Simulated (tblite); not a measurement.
Record of a relaxation.

C4H8F3Ge (doublet state).
SMILES with atom numbers: `[CH3:1][CH:2][CH2:3][GeH2:4][C:5]([F:6])([F:7])[F:8]` (hydrogens: H9, H10, H11 on C1; H12 on C2; H13, H14 on C3; H15, H16 on Ge4)

Computed with GFN2-xTB (tblite), gas phase: L-BFGS steps from a force-field or distance-geometry start until the largest atomic force falls under 0.01 eV/Å. 12 of its 141 geometries are shown.

Step 0: E = -780.0749 eV, largest atomic force 2.663 eV/Å
```
atom  x, y, z in Å  |  force x, y, z in eV/Å
C1      2.500    0.750    0.139   -0.845   0.249   0.865
C2      1.208   -0.059    0.274    1.748  -0.674  -1.893
C3      0.261    0.185   -0.869   -0.002   0.762   0.395
Ge4    -1.408   -0.777   -0.584    0.158  -1.140  -1.276
C5     -2.277   -0.135    1.046   -0.154   0.203   0.205
F6     -2.509    1.224    0.920   -0.005  -1.344   0.713
F7     -1.462   -0.369    2.126   -1.218   0.491  -0.621
F8     -3.473   -0.785    1.214    0.895   0.890   0.447
H9      3.029    0.472   -0.794   -0.259   0.190   0.451
H10     2.248    1.836    0.128    0.341  -0.747  -0.128
H11     3.152    0.548    1.004   -0.169   0.124  -0.447
H12     1.461   -1.148    0.345   -0.487   0.815   0.504
H13     0.011    1.273   -0.934    0.377  -0.623  -0.175
H14     0.708   -0.152   -1.831   -0.169   0.316   0.450
H15    -2.353   -0.557   -1.784    0.112  -0.152   0.505
H16    -1.104   -2.296   -0.413   -0.323   0.639   0.004
```

Step 13: E = -780.6248 eV, largest atomic force 0.097 eV/Å
```
atom  x, y, z in Å  |  force x, y, z in eV/Å
C1      2.532    0.745    0.147   -0.026   0.032   0.018
C2      1.345   -0.131    0.067    0.012  -0.025   0.024
C3      0.297    0.175   -0.930   -0.003   0.049  -0.010
Ge4    -1.399   -0.818   -0.642    0.005  -0.017  -0.028
C5     -2.291   -0.153    1.034    0.007   0.040   0.031
F6     -2.528    1.173    0.970    0.023  -0.020   0.024
F7     -1.533   -0.353    2.129   -0.001   0.021  -0.023
F8     -3.478   -0.734    1.288    0.054  -0.016  -0.071
H9      3.172    0.602   -0.732    0.085   0.001  -0.034
H10     2.239    1.795    0.146   -0.010   0.064   0.014
H11     3.133    0.548    1.030   -0.038  -0.057   0.031
H12     1.381   -1.108    0.517    0.005  -0.045   0.008
H13     0.096    1.253   -0.933   -0.073   0.011  -0.011
H14     0.649   -0.051   -1.948   -0.052  -0.073  -0.037
H15    -2.420   -0.642   -1.734    0.004   0.025   0.033
H16    -1.204   -2.291   -0.420    0.008   0.010   0.031
```

Step 25: E = -780.6342 eV, largest atomic force 0.072 eV/Å
```
atom  x, y, z in Å  |  force x, y, z in eV/Å
C1      2.531    0.750    0.158   -0.009   0.004  -0.025
C2      1.349   -0.132    0.034    0.010   0.005   0.001
C3      0.291    0.169   -0.956    0.070   0.010  -0.011
Ge4    -1.397   -0.823   -0.638    0.058   0.042   0.009
C5     -2.268   -0.142    1.036    0.003  -0.028  -0.025
F6     -2.519    1.180    0.987    0.008   0.007   0.009
F7     -1.527   -0.349    2.138   -0.002   0.003   0.014
F8     -3.452   -0.745    1.253   -0.021   0.009   0.041
H9      3.206    0.623   -0.701   -0.018  -0.004   0.065
H10     2.241    1.802    0.166   -0.014  -0.021   0.020
H11     3.098    0.527    1.061   -0.050   0.011  -0.050
H12     1.381   -1.107    0.494   -0.005  -0.010  -0.036
H13     0.077    1.244   -0.968   -0.008   0.018   0.001
H14     0.619   -0.071   -1.979    0.013  -0.035  -0.006
H15    -2.432   -0.627   -1.709   -0.024  -0.025  -0.003
H16    -1.206   -2.291   -0.387   -0.012   0.013  -0.005
```

Step 38: E = -780.6571 eV, largest atomic force 0.277 eV/Å
```
atom  x, y, z in Å  |  force x, y, z in eV/Å
C1      2.463    0.769    0.242   -0.148  -0.073   0.025
C2      1.354   -0.154   -0.084   -0.022  -0.108  -0.070
C3      0.320    0.165   -1.085   -0.046  -0.007  -0.055
Ge4    -1.400   -0.772   -0.623    0.168   0.077  -0.207
C5     -2.207   -0.102    1.080   -0.073   0.026   0.054
F6     -2.454    1.220    1.070    0.011   0.033   0.024
F7     -1.478   -0.348    2.180    0.052   0.013  -0.029
F8     -3.396   -0.708    1.275   -0.059   0.008   0.044
H9      3.270    0.703   -0.501   -0.035  -0.020   0.032
H10     2.121    1.802    0.254   -0.004   0.037   0.016
H11     2.886    0.512    1.210    0.058   0.064   0.014
H12     1.444   -1.194    0.199    0.100   0.055   0.018
H13     0.166    1.243   -1.189    0.002  -0.077   0.070
H14     0.604   -0.209   -2.080   -0.070  -0.013   0.008
H15    -2.528   -0.691   -1.626    0.035   0.043   0.033
H16    -1.173   -2.225   -0.334    0.031  -0.060   0.022
```

Step 51: E = -780.7066 eV, largest atomic force 0.190 eV/Å
```
atom  x, y, z in Å  |  force x, y, z in eV/Å
C1      2.283    0.765    0.370   -0.029  -0.064  -0.026
C2      1.454   -0.249   -0.322    0.052   0.066  -0.031
C3      0.396    0.087   -1.260   -0.060   0.062  -0.043
Ge4    -1.387   -0.679   -0.624   -0.107  -0.151  -0.021
C5     -2.126   -0.015    1.125    0.023   0.007   0.036
F6     -2.338    1.309    1.200    0.076   0.039   0.026
F7     -1.324   -0.346    2.152    0.023   0.087   0.065
F8     -3.316   -0.594    1.376   -0.006  -0.039  -0.022
H9      3.260    0.845   -0.131   -0.079   0.001   0.158
H10     1.821    1.752    0.352   -0.045  -0.054  -0.041
H11     2.466    0.487    1.412    0.034  -0.008  -0.137
H12     1.722   -1.290   -0.220    0.041   0.044   0.021
H13     0.294    1.153   -1.430    0.044   0.174   0.063
H14     0.499   -0.401   -2.231    0.091  -0.091  -0.011
H15    -2.614   -0.708   -1.517    0.002   0.034  -0.070
H16    -1.098   -2.108   -0.264   -0.060  -0.107   0.032
```

Step 64: E = -780.7670 eV, largest atomic force 0.131 eV/Å
```
atom  x, y, z in Å  |  force x, y, z in eV/Å
C1      2.055    0.726    0.450    0.040   0.079   0.097
C2      1.615   -0.247   -0.570   -0.032  -0.056  -0.041
C3      0.475    0.004   -1.402   -0.096   0.031   0.010
Ge4    -1.342   -0.715   -0.596    0.039   0.101   0.054
C5     -1.962    0.067    1.174   -0.041  -0.023   0.051
F6     -2.128    1.399    1.235    0.053  -0.020  -0.096
F7     -1.145   -0.260    2.193    0.043   0.009  -0.061
F8     -3.163   -0.474    1.474    0.017   0.020  -0.010
H9      3.109    0.987    0.328    0.044  -0.059  -0.046
H10     1.473    1.644    0.379   -0.014  -0.039   0.072
H11     1.961    0.320    1.463   -0.054   0.015  -0.046
H12     2.076   -1.221   -0.604    0.072   0.017   0.058
H13     0.301    1.068   -1.557   -0.055   0.002  -0.048
H14     0.497   -0.524   -2.355    0.042   0.017   0.018
H15    -2.585   -0.612   -1.465   -0.066  -0.001   0.016
H16    -1.246   -2.154   -0.158    0.009  -0.093  -0.030
```

Step 76: E = -780.7930 eV, largest atomic force 0.086 eV/Å
```
atom  x, y, z in Å  |  force x, y, z in eV/Å
C1      1.953    0.708    0.510   -0.009  -0.012  -0.001
C2      1.634   -0.201   -0.612   -0.022   0.079  -0.013
C3      0.459   -0.032   -1.422   -0.031  -0.026   0.019
Ge4    -1.331   -0.785   -0.590    0.015  -0.011  -0.015
C5     -1.859    0.074    1.169    0.049  -0.013  -0.051
F6     -1.958    1.415    1.091    0.012   0.014  -0.014
F7     -1.018   -0.184    2.186    0.050  -0.014  -0.004
F8     -3.068   -0.372    1.558   -0.014   0.001  -0.006
H9      3.014    0.964    0.504   -0.019   0.007   0.034
H10     1.363    1.620    0.455   -0.003   0.019   0.009
H11     1.748    0.228    1.474    0.014   0.015  -0.007
H12     2.252   -1.072   -0.742   -0.024  -0.083   0.003
H13     0.205    1.016   -1.597    0.000  -0.002   0.034
H14     0.517   -0.565   -2.370    0.000   0.019  -0.003
H15    -2.595   -0.551   -1.403   -0.013  -0.018  -0.001
H16    -1.323   -2.256   -0.223   -0.005   0.025   0.017
```

Step 89: E = -780.8090 eV, largest atomic force 0.100 eV/Å
```
atom  x, y, z in Å  |  force x, y, z in eV/Å
C1      1.935    0.719    0.539   -0.029  -0.026  -0.028
C2      1.577   -0.194   -0.568    0.060  -0.068   0.043
C3      0.427    0.003   -1.403   -0.064  -0.034   0.033
Ge4    -1.353   -0.846   -0.641    0.011   0.020  -0.028
C5     -1.790    0.065    1.103   -0.013   0.008   0.045
F6     -1.841    1.407    0.978    0.032   0.002   0.017
F7     -0.901   -0.192    2.082   -0.002   0.013   0.002
F8     -2.993   -0.312    1.579    0.018  -0.009  -0.009
H9      3.002    0.953    0.519   -0.030  -0.006  -0.008
H10     1.366    1.646    0.487    0.001  -0.006  -0.004
H11     1.738    0.250    1.509    0.000   0.013   0.014
H12     2.131   -1.117   -0.656   -0.008   0.044   0.004
H13     0.160    1.054   -1.517   -0.029  -0.010  -0.008
H14     0.509   -0.481   -2.373    0.062   0.032  -0.059
H15    -2.652   -0.637   -1.404   -0.031  -0.016  -0.023
H16    -1.322   -2.309   -0.243    0.020   0.044   0.011
```

Step 102: E = -780.8165 eV, largest atomic force 0.076 eV/Å
```
atom  x, y, z in Å  |  force x, y, z in eV/Å
C1      1.898    0.708    0.554   -0.060  -0.010  -0.010
C2      1.530   -0.223   -0.534   -0.003   0.006  -0.045
C3      0.410    0.007   -1.412    0.033   0.002  -0.002
Ge4    -1.360   -0.835   -0.676   -0.023   0.032   0.065
C5     -1.749    0.078    1.084    0.002   0.013  -0.035
F6     -1.772    1.423    0.986    0.034   0.015   0.000
F7     -0.847   -0.214    2.040   -0.039  -0.005  -0.011
F8     -2.952   -0.279    1.575    0.017  -0.024   0.004
H9      2.964    0.944    0.519   -0.007  -0.009   0.003
H10     1.326    1.630    0.487   -0.006   0.058  -0.009
H11     1.706    0.267    1.537    0.033  -0.032   0.016
H12     2.089   -1.141   -0.625   -0.019   0.004   0.005
H13     0.162    1.065   -1.516    0.012  -0.027   0.004
H14     0.534   -0.447   -2.394    0.010   0.006   0.024
H15    -2.692   -0.698   -1.404   -0.006   0.001   0.002
H16    -1.254   -2.274   -0.231    0.021  -0.028  -0.011
```

Step 115: E = -780.8193 eV, largest atomic force 0.024 eV/Å
```
atom  x, y, z in Å  |  force x, y, z in eV/Å
C1      1.867    0.704    0.562    0.005   0.006   0.006
C2      1.513   -0.220   -0.536    0.004  -0.006   0.009
C3      0.418    0.017   -1.436   -0.006   0.001   0.005
Ge4    -1.363   -0.822   -0.686    0.016  -0.018  -0.003
C5     -1.726    0.088    1.079   -0.004   0.007   0.004
F6     -1.711    1.434    1.001    0.015   0.007  -0.007
F7     -0.836   -0.240    2.035   -0.012  -0.015   0.003
F8     -2.938   -0.245    1.564    0.000  -0.003  -0.001
H9      2.932    0.946    0.530    0.000   0.003  -0.004
H10     1.294    1.627    0.504   -0.010  -0.007  -0.004
H11     1.685    0.245    1.538    0.004   0.005  -0.003
H12     2.055   -1.150   -0.605    0.001   0.002  -0.003
H13     0.177    1.073   -1.552    0.002   0.004  -0.002
H14     0.549   -0.455   -2.407   -0.010   0.001  -0.002
H15    -2.730   -0.738   -1.364   -0.001   0.004  -0.001
H16    -1.193   -2.257   -0.239   -0.005   0.009   0.001
```

Step 127: E = -780.8213 eV, largest atomic force 0.029 eV/Å
```
atom  x, y, z in Å  |  force x, y, z in eV/Å
C1      1.842    0.710    0.564    0.003  -0.007   0.008
C2      1.499   -0.224   -0.529    0.018   0.023   0.002
C3      0.407    0.011   -1.437    0.003   0.005   0.002
Ge4    -1.353   -0.836   -0.685   -0.012   0.007  -0.011
C5     -1.699    0.084    1.077   -0.004   0.001  -0.003
F6     -1.588    1.426    1.000    0.007   0.004   0.010
F7     -0.865   -0.306    2.059    0.001  -0.008  -0.004
F8     -2.946   -0.163    1.523   -0.001   0.002   0.005
H9      2.897    0.991    0.515   -0.011  -0.005  -0.008
H10     1.235    1.612    0.517    0.004  -0.001  -0.005
H11     1.693    0.245    1.543    0.007  -0.004   0.004
H12     2.050   -1.149   -0.599    0.008   0.003   0.005
H13     0.169    1.069   -1.549   -0.013   0.000  -0.005
H14     0.546   -0.452   -2.412    0.005  -0.007   0.000
H15    -2.724   -0.740   -1.348   -0.006  -0.008  -0.013
H16    -1.171   -2.271   -0.251   -0.009  -0.004   0.013
```

Step 140: E = -780.8226 eV, largest atomic force 0.009 eV/Å
```
atom  x, y, z in Å  |  force x, y, z in eV/Å
C1      1.835    0.717    0.567    0.003  -0.001   0.000
C2      1.506   -0.214   -0.533   -0.001   0.005   0.002
C3      0.410    0.006   -1.439    0.004  -0.005   0.000
Ge4    -1.358   -0.842   -0.687   -0.004  -0.004   0.001
C5     -1.695    0.083    1.075    0.001   0.003   0.002
F6     -1.521    1.420    1.019   -0.001   0.003   0.001
F7     -0.887   -0.358    2.058    0.002  -0.003  -0.004
F8     -2.955   -0.112    1.509   -0.004  -0.002  -0.002
H9      2.883    1.021    0.512   -0.001   0.002  -0.004
H10     1.209    1.606    0.532    0.003  -0.004   0.005
H11     1.706    0.238    1.542   -0.006   0.006  -0.003
H12     2.072   -1.129   -0.606   -0.003   0.001  -0.003
H13     0.158    1.060   -1.558    0.005  -0.005   0.001
H14     0.550   -0.465   -2.409    0.001   0.003  -0.001
H15    -2.726   -0.749   -1.361   -0.001   0.003   0.003
H16    -1.195   -2.275   -0.235    0.000  -0.002   0.001
```

**Question.** Summarise the path.

**Answer.** The energy falls by 72.14 kJ/mol from step 0 to step 140; nine tenths of that is first reached at step 59. It falls at every step. The largest force goes from 2.663 to 0.009 eV/Å. Among the bonds C3–Ge4 changes most, from 1.948 to 2.100 Å; the atoms move by 0.892 Å rms after alignment.

**Question.** Follow the three bonds and two angles with the largest change from start to end.

**Answer.** 
```
step  E above end (kJ/mol)  largest force (eV/Å)  C3–Ge4 (Å)  C2–C3 (Å)  Ge4–C5 (Å)  C3–Ge4–H15 (°)  C1–C2–C3 (°)
   0                 72.14                 2.663       1.948      1.505       1.956           109.9         112.2
   6                 25.40                 0.583       1.951      1.483       1.999           113.1         116.9
  12                 19.25                 0.117       1.990      1.478       2.014           114.5         118.5
  18                 18.53                 0.073       1.983      1.479       2.008           114.6         119.3
  24                 18.24                 0.071       1.981      1.480       2.007           114.2         120.2
  30                 17.75                 0.058       1.987      1.478       2.009           114.2         121.0
  37                 16.39                 0.243       2.005      1.476       1.999           116.4         122.3
  43                 14.45                 0.132       2.017      1.468       2.021           120.3         123.3
  49                 12.24                 0.181       2.040      1.457       2.015           122.2         123.2
  55                  8.22                 0.167       2.076      1.447       2.023           119.8         122.9
  61                  6.15                 0.134       2.100      1.438       2.026           118.3         121.7
  67                  4.57                 0.098       2.111      1.435       2.028           116.3         121.2
  73                  3.21                 0.144       2.099      1.439       2.028           116.1         122.3
  79                  2.61                 0.089       2.104      1.439       2.023           116.0         122.5
  85                  1.88                 0.141       2.113      1.439       2.020           117.1         121.8
  91                  1.08                 0.086       2.102      1.438       2.016           120.0         123.1
  97                  0.74                 0.026       2.093      1.441       2.017           120.8         122.8
 103                  0.51                 0.063       2.096      1.441       2.020           123.1         122.7
 110                  0.35                 0.029       2.105      1.437       2.019           124.9         122.9
 116                  0.31                 0.027       2.106      1.437       2.018           125.2         123.0
 122                  0.22                 0.039       2.099      1.439       2.019           125.0         122.7
 128                  0.12                 0.030       2.093      1.440       2.018           124.9         122.5
 134                  0.05                 0.046       2.100      1.438       2.018           124.7         122.7
 140                  0.00                 0.009       2.100      1.438       2.018           124.8         122.8
```

What follows is the cost of the whole relaxation. Hardware: AMD EPYC 7B13, one thread, no GPU, on a shared host. Cost: 1.0 s wall.
